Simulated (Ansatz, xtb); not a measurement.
System: sum formula GeSiH4 (charge +1, doublet). SMILES of the parent species: [SiH2]=[GeH2]
Geometry from a B3LYP-D3(BJ)/def2-TZVP (Ansatz, a quantum-chemistry and plane-wave program) optimisation:
```
Ge
H 1 1.5230
H 1 1.5230 2 119.82
Si 1 2.2881 2 120.09 3 -180.00
H 4 1.4683 1 119.77 2 0.00
H 4 1.4683 5 120.46 1 -180.00
```
Charge +1, spin multiplicity 2.

Harmonic wavenumbers from GFN2-xTB (xtb, at its own minimum), cm⁻¹: 168, 217, 221, 356, 398, 505, 687, 776, 1777, 1872, 2261, 2268.

Give the harmonic wavenumbers at B3LYP-D3(BJ)/def2-TZVP (Ansatz, finite differences of forces, unscaled).

316, 353, 353, 417, 514, 573, 798, 920, 2191, 2232, 2285, 2336 cm⁻¹. Zero-point energy 19.0 kcal/mol.

From these and the geometry, give the ideal-gas thermochemistry at 298.15 K and 1 atm (rigid rotor, harmonic oscillator).

Point group C2v, rotational symmetry number 2. Rotational constants 74.58, 4.164, 3.944 GHz. S(trans) 39.86, S(rot) 21.71, S(vib) 6.00, S(elec, spin only) 1.38, S 68.9 cal/(mol K). H(298) - H(0) 3.58 kcal/mol; G - E(el) 2.0 kcal/mol.
